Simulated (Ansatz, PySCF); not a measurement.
C2H6Sn (SMILES [CH3][Sn][CH3]), singlet, at a GFN2-xTB geometry (such geometries of metal compounds can be far from the true shape) (all electrons, no relativity), with bond 4-2 at 1.8 times its length. Base run: CASSCF(4,6)/STO-3G run with PySCF.

The PySCF input:
```python
from pyscf import gto, scf, mcscf
import numpy

mol = gto.Mole()
mol.atom = '''
    Sn    0.032411   -0.019362    0.433905
    C     0.596662    1.549372   -1.094295
    H    -0.301907    1.985456   -1.531592
    H     1.625914    0.765441   -2.567796
    H     1.184974    2.368656   -0.681289
    C    -0.762555   -1.450267   -1.126622
    H     0.058340   -1.839948   -1.729204
    H    -1.446522   -0.947744   -1.809574
    H    -1.288536   -2.306787   -0.705164
'''
mol.basis = 'sto-3g'
mol.charge = 0
mol.spin = 0
mol.verbose = 4
mol.build()

mf = scf.RHF(mol)
mf.kernel()
mc = mcscf.CASSCF(mf, 6, 4)
mc.fix_spin_(ss=0.0)
mc.kernel()
occ = numpy.linalg.eigvalsh(mc.fcisolver.make_rdm1(mc.ci, mc.ncas, mc.nelecas))[::-1]
ss = mc.fcisolver.spin_square(mc.ci, mc.ncas, mc.nelecas)[0]
print('natural occupations', occ.round(4), ' <S^2>', round(ss, 4))
```

Programs used: Ansatz (a first-principles code), PySCF; a row that names a program was run with it.

The base run was repeated with changes; each row names its change, and settings that it needs were set with it.

```json
[
 {"change": "base", "ΔE vs base (kcal/mol)": "0.000", "natural occupations": "1.93 1.73 0.27 0.06 0.01 0.00", "<S^2> of the state": "0.00"},
 {"change": "code = ansatz; correction = SC-NEVPT2, all electrons", "ΔE vs base (kcal/mol)": "-70.6", "natural occupations": "-", "<S^2> of the state": "-"},
 {"change": "orbitals = fixed (CASCI); correction = SC-NEVPT2", "ΔE vs base (kcal/mol)": "-68.2", "natural occupations": "1.95 1.78 0.21 0.04 0.02 0.00", "<S^2> of the state": "0.00"},
 {"change": "state_average = 2 states", "ΔE vs base (kcal/mol)": "1.16", "natural occupations": "-", "<S^2> of the state": "-"},
 {"change": "active space = 6 electrons, 7 orbitals", "ΔE vs base (kcal/mol)": "-12.32", "natural occupations": "1.96 1.96 1.73 0.27 0.04 0.04 0.00", "<S^2> of the state": "0.00"},
 {"change": "code = ansatz", "ΔE vs base (kcal/mol)": "-2.77", "natural occupations": "-", "<S^2> of the state": "-"},
 {"change": "active space = 2 electrons, 2 orbitals", "ΔE vs base (kcal/mol)": "55.74", "natural occupations": "1.94 0.06", "<S^2> of the state": "0.00"},
 {"change": "solver = newton", "ΔE vs base (kcal/mol)": "0.000", "natural occupations": "1.93 1.73 0.27 0.06 0.01 0.00", "<S^2> of the state": "0.00"},
 {"change": "correction = SC-NEVPT2", "ΔE vs base (kcal/mol)": "-70.6", "natural occupations": "1.93 1.73 0.27 0.06 0.01 0.00", "<S^2> of the state": "0.00"},
 {"change": "active space = 10 electrons, 8 orbitals", "ΔE vs base (kcal/mol)": "-11.42", "natural occupations": "2.00 2.00 1.97 1.93 1.73 0.27 0.06 0.04", "<S^2> of the state": "0.00"},
 {"change": "start = MP2 natural orbitals", "ΔE vs base (kcal/mol)": "-2.78", "natural occupations": "1.96 1.73 0.27 0.04 0.00 0.00", "<S^2> of the state": "0.00"}
]
```

Active orbitals are taken around the Fermi level unless the row says otherwise; CASSCF can end in different local minima, and two programs can end on different orbitals. State-averaged rows give the lowest state.

Ansatz warned in this series: other orbitals give a lower active-space energy.
